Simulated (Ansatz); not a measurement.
One change: `Cl[SiH2]S[SiH2]Cl` becomes `Cl[SiH2][S][GeH2][Cl]`.

Ansatz, PBE0-D4/def2-TZVP geometries, multiplicity 1. Each molecule was computed in one conformer, which needn't be the lowest.

Scalar relativity is left out up to krypton.

```tsv
property	`Cl[SiH2]S[SiH2]Cl`
size of the dipole moment (PBE/def2-TZVPP) / D	0.54
HOMO–LUMO gap (B3LYP/def2-TZVPP) / eV	7.13
HOMO energy (PBE/def2-TZVPP) / eV	-6.87
LUMO energy (PBE/def2-TZVPP) / eV	-1.40
HOMO–LUMO gap (ωB97M-V/def2-TZVPP) / eV	11.52
LUMO energy (PBE0/def2-TZVPP) / eV	-0.54
```

**Question.** What does the change do to each property? (Best estimate.)

**Answer.** Ansatz gave: 
| property | `Cl[SiH2][S][GeH2][Cl]` | shift |
| --- | --- | --- |
| size of the dipole moment (PBE/def2-TZVPP) / D | 1.00 | 0.46 |
| HOMO–LUMO gap (B3LYP/def2-TZVPP) / eV | 6.66 | -0.47 |
| HOMO energy (PBE/def2-TZVPP) / eV | -6.78 | 0.09 |
| LUMO energy (PBE/def2-TZVPP) / eV | -1.72 | -0.32 |
| HOMO–LUMO gap (ωB97M-V/def2-TZVPP) / eV | 11.30 | -0.22 |
| LUMO energy (PBE0/def2-TZVPP) / eV | -0.78 | -0.24 |

With PBE0 the HOMO rises by 0.08 eV and the LUMO falls by 0.24 eV, so the gap narrows by about 0.32 eV. PBE moves the HOMO by 0.09 eV and ωB97M-V by 0.08 eV. Dipoles are sizes alone; their direction can turn.

B3LYP here is the variant with VWN-RPA as its local correlation; programs differ in this.
